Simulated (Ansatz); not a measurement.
Frontier orbitals of GeH$_{5}$NO, SMILES `[NH2][GeH2][OH]`.

Total charge 0; spin multiplicity 1. Correlated methods include outer-core shells of Ge, which these sets cover unevenly. Scalar relativity is left out up to krypton. All single points use the PBE0-D4/def2-TZVP geometry. It is one conformer, not always the lowest. Basis def2-TZVPP, Ansatz 0.2.0.

| functional | HOMO (eV) | LUMO (eV) | gap (eV) |
| --- | --- | --- | --- |
| PBE | -6.01 | -0.22 | 5.79 |
| B97M-V | -6.44 | 0.01 | 6.45 |
| PBE0 | -7.46 | 0.63 | 8.09 |
| r2SCANh | -6.86 | 0.53 | 7.39 |
| r2SCAN0 | -7.68 | 0.92 | 8.60 |
| LC-ωPBE | -10.30 | 2.76 | 13.06 |
| ωB97X-V | -9.93 | 2.58 | 12.51 |
| ωB97M-V | -9.83 | 2.23 | 12.06 |

A quarter of exact exchange (PBE0) shifts PBE's HOMO by −1.45 eV and its LUMO by +0.85 eV; full exchange at long range (ωB97M-V) shifts them by −3.82 and +2.45 eV. The gap opens from 5.78 to 12.06 eV, since occupied levels lose self-interaction and empty ones feel all the electrons. A positive LUMO is unbound and depends on the basis.

LC-ωPBE has ω = 0.4 bohr⁻¹.
